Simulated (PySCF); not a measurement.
A mixed set of molecules. Computed with TDDFT B3LYP/def2-SVPD, vertical, gas phase, core orbitals frozen in the response (PySCF 2.14.0, density-fitted response routines). Geometries: PBE0-D3(BJ)/def2-SVP; one conformer of each isolated species. Triplets are in the Tamm–Dancoff approximation. Relativistic effects are left out although some hold elements past zinc. Ions are computed without counter-ions or solvent.

**Question.** Rank by computed lowest singlet excitation energy, highest first.
A. `C1=C[C@@H](C2CCC2)NC1`
B. `C#CC1=C(C)COC1`
C. `[SH][K]`
D. `C=CCOBNC`
E. `c1(S(=O)([O-])=O)ncc[se]1`

**Answer.** D (5.88 eV), A (5.19 eV), B (4.99 eV), E (3.99 eV), C (2.21 eV).

```json
{"SMILES": "C=CCOBNC", "S1 (eV)": "5.88", "LUMO (eV)": "-0.22", "α (au)": "80.0", "first f ≥ 0.01 (nm)": "211", "HOMO (eV)": "-6.83", "f (S1)": "0.032", "S1 mainly": "H→L (93%)"}
{"SMILES": "C1=C[C@@H](C2CCC2)NC1", "S1 (eV)": "5.19", "LUMO (eV)": "0.15", "α (au)": "97.7", "first f ≥ 0.01 (nm)": "239", "HOMO (eV)": "-6.03", "f (S1)": "0.022", "S1 mainly": "H→L (96%)"}
{"SMILES": "C#CC1=C(C)COC1", "S1 (eV)": "4.99", "LUMO (eV)": "-0.99", "α (au)": "89.2", "first f ≥ 0.01 (nm)": "248", "HOMO (eV)": "-6.39", "f (S1)": "0.193", "S1 mainly": "H→L (81%)"}
{"SMILES": "O=S(=O)([O-])c1ncc[se]1", "S1 (eV)": "3.99", "LUMO (eV)": "2.06", "α (au)": "105.3", "first f ≥ 0.01 (nm)": "261", "HOMO (eV)": "-2.78", "f (S1)": "0.000", "S1 mainly": "H→L (99%)"}
{"SMILES": "[SH][K]", "S1 (eV)": "2.21", "LUMO (eV)": "-1.69", "α (au)": "60.1", "first f ≥ 0.01 (nm)": "466", "HOMO (eV)": "-4.59", "f (S1)": "0.009", "S1 mainly": "H→L (99%)"}
```

H and L stand for HOMO and LUMO.
